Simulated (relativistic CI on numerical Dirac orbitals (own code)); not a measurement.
**Crystal-field levels of Pd⁵⁺, 4d5**

Calculated by Dirac-Coulomb-Breit CI, KLI orbitals optimised for each configuration, a model potential for QED, valence Slater integrals scaled by 0.65, one configuration in a parametric crystal field (own radial code).

Field parameters in Wybourne normalisation: Oh B⁴₀ = 21Dq, B⁴₄ = √(5/14) B⁴₀. The field is a parameter set, without covalency.

S is read from ⟨S²⟩ = S(S + 1).

Levels (cm⁻¹, degeneracy): 0 (2), 3710 (4), 8348 (4), 8672 (2), 12072 (4), 12583 (2), 13632 (4), 14167 (2), 16848 (2), 17042 (4), 17230 (2), 17325 (4).

(1) Which field gives this pattern?
A. Oh, 10Dq = 35800 cm⁻¹
B. Oh, 10Dq = 22150 cm⁻¹
C. Oh, 10Dq = 28950 cm⁻¹
D. Oh, 10Dq = 8500 cm⁻¹

Answers

(1) B. Oh, 10Dq = 22150 cm⁻¹, ground level with S = 0.65.
